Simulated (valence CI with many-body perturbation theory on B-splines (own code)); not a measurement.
## Te³⁷⁺: calculated level list

Calculated by configuration interaction combined with many-body perturbation theory (CI+MBPT): five valence electrons over a frozen Dirac-Fock core [Ne], radial functions for each j: 11 s, 11 p, 10 d, 8 f, 5 g, 2 h, with the one-electron correlation potential Σ1 (screened to all orders), the two-electron term Σ2, the three-electron term Σ3, Breit, model QED; selected single and double excitations, second order for the rest, scaled by the run's own slope (own B-spline code, finite nucleus).

No measured spectrum was set against this ion. As an estimate, large intervals hold to a few tenths of a per cent, small ones and those within an open d or f shell to about a per cent. Among the levels kept, up to 4700 cm⁻¹ of a level comes from second order outside the variational space, and about a tenth of that is noise between levels of different J, which matters for small intervals.

Levels 46 to 90 of 169, with energies above the lowest level, (3s^2 3p1/2^2 3p3/2) J=3/2. "Leading %" is the weight of the configuration and term that name the level; weights of strongly mixed levels are sums over their largest components and can fall short. In the jj column 3d3/2^4 stands for four electrons in 3d with j = 3/2. Lifetimes count E1, E2, E3, M1 and M2 decay at the calculated energies, and are blank where another channel may lead or the interval is too uncertain; long ones can be off by a factor of two.

| No. | Configuration | Term | J | E (Ry) | Leading % | g | Leading jj | Lifetime |
| --- | --- | --- | --- | --- | --- | --- | --- | --- |
| 46 | 3s2 3p2 3d | 2D | 5/2 | 23.713 | 53 | 1.131 | 3s^2 3p3/2^2 3d5/2 (84 %) | 3.08 ps |
| 47 | 3s 3p3 3d | 4D° | 5/2 | 23.823 | 33 | 1.398 | 3s 3p1/2^2 3p3/2 3d5/2 (82 %) | 18.9 ps |
| 48 | 3s 3p3 3d | 2P° | 3/2 | 24.050 | 29 | 1.253 | 3s 3p1/2^2 3p3/2 3d5/2 (48 %) | 19.8 ps |
| 49 | 3s 3p3 3d | 4G° | 5/2 | 24.051 | 36 | 0.841 | 3s 3p1/2^2 3p3/2 3d3/2 (80 %) | 8.05 ps |
| 50 | 3s 3p3 3d | 4D° | 1/2 | 24.242 | 49 | 0.587 | 3s 3p1/2^2 3p3/2 3d3/2 (80 %) | 7.09 ps |
| 51 | 3s 3p4 | 2P | 1/2 | 24.534 | 29 | 1.648 | 3s 3p3/2^4 (69 %) | 1.77 ps |
| 52 | 3s 3p3 3d | 2F° | 7/2 | 24.539 | 31 | 1.224 | 3s 3p1/2^2 3p3/2 3d5/2 (58 %) | 14.6 ps |
| 53 | 3s 3p3 3d | 4G° | 7/2 | 25.204 | 25 | 1.139 | 3s 3p1/2^2 3p3/2 3d5/2 (80 %) | 8.39 ps |
| 54 | 3s 3p3 3d | 4D° | 1/2 | 25.392 | 59 | 0.412 | 3s 3p1/2^2 3p3/2 3d5/2 (72 %) | 15.1 ps |
| 55 | 3s 3p3 3d | 4F° | 5/2 | 25.664 | 35 | 1.059 | 3s 3p1/2^2 3p3/2 3d5/2 (60 %) | 7.50 ps |
| 56 | 3s 3p3 3d | 4D° | 3/2 | 25.770 | 37 | 1.200 | 3s 3p1/2 3p3/2^2 3d3/2 (70 %) | 32.0 ps |
| 57 | 3s 3p3 3d | 4D° | 3/2 | 25.856 | 39 | 1.374 | 3s 3p1/2^2 3p3/2 3d5/2 (71 %) | 6.80 ps |
| 58 | 3s 3p3 3d | 6D° | 1/2 | 25.991 | 30 | 1.926 | 3s 3p1/2 3p3/2^2 3d3/2 (67 %) | 58.9 ps |
| 59 | 3s2 3p 3d2 | 4G° | 5/2 | 26.043 | 47 | 0.822 | 3s^2 3p1/2 3d3/2^2 (66 %) | 5.76 ps |
| 60 | 3s 3p3 3d | 6D° | 5/2 | 26.099 | 18 | 1.196 | 3s 3p1/2 3p3/2^2 3d3/2 (55 %) | 17.3 ps |
| 61 | 3s 3p3 3d | 4F° | 7/2 | 26.292 | 40 | 1.233 | 3s 3p1/2 3p3/2^2 3d3/2 (52 %) | 54.3 ps |
| 62 | 3p5 | 2P° | 3/2 | 26.739 | 30 | 1.206 | 3p1/2^2 3p3/2^3 (30 %) | 5.17 ps |
| 63 | 3s 3p3 3d | 4G° | 9/2 | 26.896 | 32 | 1.218 | 3s 3p1/2 3p3/2^2 3d3/2 (48 %) | 205 ps |
| 64 | 3s 3p3 3d | 4D° | 7/2 | 26.921 | 46 | 1.340 | 3s 3p1/2 3p3/2^2 3d5/2 (63 %) | 34.8 ps |
| 65 | 3s 3p3 3d | 4D° | 1/2 | 27.373 | 29 | 0.689 | 3s^2 3p1/2 3d3/2^2 (33 %) | 2.89 ps |
| 66 | 3s 3p3 3d | 4F° | 9/2 | 27.481 | 30 | 1.299 | 3s 3p1/2 3p3/2^2 3d5/2 (81 %) | 23.2 ps |
| 67 | 3s2 3p 3d2 | 4D° | 5/2 | 27.721 | 13 | 1.125 | 3s^2 3p1/2 3d3/2 3d5/2 (51 %) | 5.68 ps |
| 68 | 3s2 3p 3d2 | 4G° | 7/2 | 27.780 | 47 | 1.082 | 3s^2 3p1/2 3d3/2 3d5/2 (60 %) | 7.82 ps |
| 69 | 3s2 3p 3d2 | 2D° | 3/2 | 27.796 | 23 | 0.777 | 3s 3p1/2 3p3/2^2 3d3/2 (34 %) | 3.06 ps |
| 70 | 3s 3p3 3d | 2P° | 1/2 | 27.956 | 46 | 0.721 | 3s 3p1/2 3p3/2^2 3d5/2 (55 %) | 16.1 ps |
| 71 | 3s 3p3 3d | 4P° | 5/2 | 27.985 | 47 | 1.369 | 3s 3p1/2 3p3/2^2 3d3/2 (44 %) | 2.76 ps |
| 72 | 3s 3p3 3d | 2G° | 9/2 | 27.995 | 38 | 1.187 | 3s 3p1/2 3p3/2^2 3d5/2 (63 %) | 92.3 ps |
| 73 | 3s 3p3 3d | 4S° | 3/2 | 28.033 | 22 | 1.413 | 3s 3p1/2 3p3/2^2 3d3/2 (44 %) | 2.43 ps |
| 74 | 3s2 3p 3d2 | 4F° | 3/2 | 28.126 | 14 | 1.091 | 3s^2 3p1/2 3d3/2^2 (29 %) | 1.86 ps |
| 75 | 3s 3p3 3d | 4D° | 7/2 | 28.173 | 37 | 1.238 | 3s 3p1/2 3p3/2^2 3d3/2 (59 %) | 3.18 ps |
| 76 | 3s 3p3 3d | 4G° | 11/2 | 28.347 | 96 | 1.267 | 3s 3p1/2 3p3/2^2 3d5/2 (96 %) | 26.8 ps |
| 77 | 3s2 3p 3d2 | 4D° | 1/2 | 28.387 | 44 | 0.429 | 3s^2 3p1/2 3d3/2 3d5/2 (37 %) | 3.66 ps |
| 78 | 3s2 3p 3d2 | 2H° | 9/2 | 28.512 | 24 | 1.096 | 3s^2 3p1/2 3d3/2 3d5/2 (53 %) | 6.31 ps |
| 79 | 3s 3p3 3d | 4F° | 3/2 | 28.571 | 37 | 0.889 | 3s 3p1/2 3p3/2^2 3d3/2 (66 %) | 4.07 ps |
| 80 | 3s 3p3 3d | 4D° | 5/2 | 28.637 | 17 | 1.145 | 3s 3p1/2 3p3/2^2 3d3/2 (32 %) | 6.73 ps |
| 81 | 3s 3p3 3d | 4P° | 1/2 | 28.728 | 47 | 2.100 | 3s 3p1/2 3p3/2^2 3d5/2 (49 %) | 5.11 ps |
| 82 | 3s 3p3 3d | 2G° | 7/2 | 28.776 | 34 | 1.011 | 3s 3p1/2 3p3/2^2 3d3/2 (58 %) | 3.94 ps |
| 83 | 3s 3p3 3d | 4D° | 3/2 | 28.852 | 18 | 1.262 | 3s 3p1/2 3p3/2^2 3d5/2 (40 %) | 4.32 ps |
| 84 | 3s 3p3 3d | 2D° | 5/2 | 28.898 | 22 | 1.078 | 3s 3p1/2 3p3/2^2 3d3/2 (51 %) | 4.79 ps |
| 85 | 3s 3p3 3d | 2S° | 1/2 | 29.010 | 43 | 1.858 | 3s 3p1/2 3p3/2^2 3d5/2 (33 %) | 3.73 ps |
| 86 | 3s 3p3 3d | 4F° | 3/2 | 29.072 | 28 | 1.049 | 3s 3p1/2 3p3/2^2 3d3/2 (64 %) | 2.91 ps |
| 87 | 3s 3p3 3d | 4D° | 5/2 | 29.360 | 14 | 1.200 | 3s 3p1/2 3p3/2^2 3d5/2 (42 %) | 4.01 ps |
| 88 | 3s 3p3 3d | 2F° | 7/2 | 29.376 | 39 | 1.161 | 3s 3p1/2 3p3/2^2 3d5/2 (49 %) | 5.38 ps |
| 89 | 3s 3p3 3d | 4D° | 5/2 | 29.394 | 14 | 1.234 | 3s 3p1/2 3p3/2^2 3d5/2 (44 %) | 2.98 ps |
| 90 | 3s 3p3 3d | 4D° | 7/2 | 29.576 | 30 | 1.170 | 3s 3p1/2 3p3/2^2 3d5/2 (71 %) | 5.44 ps |

Where two levels of one J and parity lie close, their mixing, g and order are uncertain.
